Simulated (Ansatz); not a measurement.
H (SMILES [H-]), charge -1, singlet (a gas-phase anion, which may not be bound at this level); HF/6-311G** (Ansatz, a quantum-chemistry and plane-wave program).

The Ansatz input:
Ansatz 0.2 input:
```yaml
crystal:
  periodic: [false, false, false]
  atoms:
    - {symbol: H, position_ang: [0.00000000, 0.00000000, 0.00000000]}
basis:
  gaussian:
    orbitals: 6-311G__.json
hamiltonian:
  xc: hf
total_charge: -1
output: {forces: true}
```
The basis file holds 6-311G** in the JSON format of the Basis Set Exchange.

Problem. Predict the main parts of the log of this Ansatz run.

Solution. 
```
Functional definition: HF
44 factors; their error is unknown
mean field evaluation 1: about -12.6885 eV, gradient 1.2e0 eV
mean field evaluation 2: about -12.6988 eV, gradient 2.1e-1 eV
mean field evaluation 4: about -12.6990 eV, gradient 1.0e-2 eV
mean field evaluation 8: about -12.6883 eV, gradient 1.2e0 eV
mean field -12.69878903 eV, -0.4666718894 hartree, gradient 1.7e-7 eV, S^2 0.000000; 0 other end points of the search recorded, 0 dependent functions left out
the calculation of the forces begins
reference -12.69878903 eV, -0.4666718894 hartree; 1, 1 occupied and 5, 5 virtual orbitals, 44 factors
Total energy: -12.69878903 eV, -0.4666718894 hartree
Atom 0 at     0.000000     0.000000     0.000000 Å, force    -0.000000    -0.000000    -0.000000 eV/Å
Dipole moment:     0.000000     0.000000    -0.000000 e Å
```
